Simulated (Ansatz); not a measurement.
`Cl[SiH]1BCN1`, relaxed with RKS PBE-D4/def2-SVP in the Gaussian-basis code of Ansatz from a rough embedded geometry. The force threshold is 0.03 eV/Å; the program also tests the step.

Charge 0, multiplicity 1.

Start:

```xyz
10

Cl   -1.301    0.583    2.510
Si   -1.080    0.166    0.531
B     0.372    1.164   -0.211
C     1.037   -0.301   -0.336
N     0.042   -1.189    0.269
H    -2.320    0.066   -0.280
H     0.361    2.081   -1.028
H     1.328   -0.588   -1.337
H     1.931   -0.262    0.395
H    -0.369   -1.720   -0.514
```

```csv
step,energy (eV),largest force (eV/Å),largest move (Å)
1,-23661.9458,2.556,0.000
2,-23662.6120,0.876,0.197
3,-23662.7446,0.757,0.156
4,-23662.8044,0.867,0.092
5,-23662.9012,1.348,0.200
6,-23662.9180,2.528,0.195
7,-23662.9699,1.401,0.200
8 (rejected),-23662.8558,1.733,0.137
9,-23663.0335,0.128,0.066
10,-23663.0401,0.141,0.047
11,-23663.0486,0.156,0.147
12,-23663.0506,0.095,0.028
13,-23663.0515,0.034,0.011
14,-23663.0516,0.019,0.009
```

End:

```xyz
10

Cl   -1.416    0.538    2.488
Si   -1.236    0.204    0.407
B     0.348    1.173   -0.403
C     1.032   -0.260   -0.470
N    -0.140   -1.070   -0.065
H    -2.658    0.058   -0.059
H     0.790    2.255   -0.719
H     1.429   -0.502   -1.489
H     1.917   -0.319    0.217
H    -0.065   -2.077    0.093
```

It took 18 s on 4 threads of an Arm Neoverse V2 on a shared host, with 0.17 GiB of host memory at the peak.
